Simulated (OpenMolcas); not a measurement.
Consider [Cu2(μ-Cl)2(F)4]2-, a planar model complex in vacuum (2 bridging Cl, bridge angle 100°, metal-metal distance 3.63 Å, Cu–Cl 2.37 Å; typed geometry, not optimised).

```xyz
8

Cu    -1.8132     0.0000     0.0000
Cu     1.8132     0.0000     0.0000
Cl     0.0000     1.5215     0.0000
Cl     0.0000    -1.5215     0.0000
F     -3.1497     1.3364     0.0000
F     -3.1497    -1.3364     0.0000
F      3.1497     1.3364     0.0000
F      3.1497    -1.3364     0.0000
```

Problem. Give the energies of the total-spin states at CASSCF(2,2) on the singly occupied d orbitals (ANO-RCC-VDZP, scalar-relativistic DKH2, RICD, no spin-orbit coupling, OpenMolcas), and the exchange constant.

Solution. Local spins 1/2 and 1/2.

```csv
total S,E (cm⁻¹),"natural occupations, lowest and highest"
1,1.4,"1.000, 1.000"
0,0.0,"0.978, 1.022"
```

J = -0.70 cm⁻¹ (antiferromagnetic).

J is defined by H = −2J S1·S2, so negative values are antiferromagnetic. Wave-function values come from the highest and lowest total spin; broken-symmetry values use Yamaguchi's formula with the computed ⟨S²⟩. The active space holds the singly occupied metal orbitals alone, without bridging-ligand orbitals. No row is a measured value.
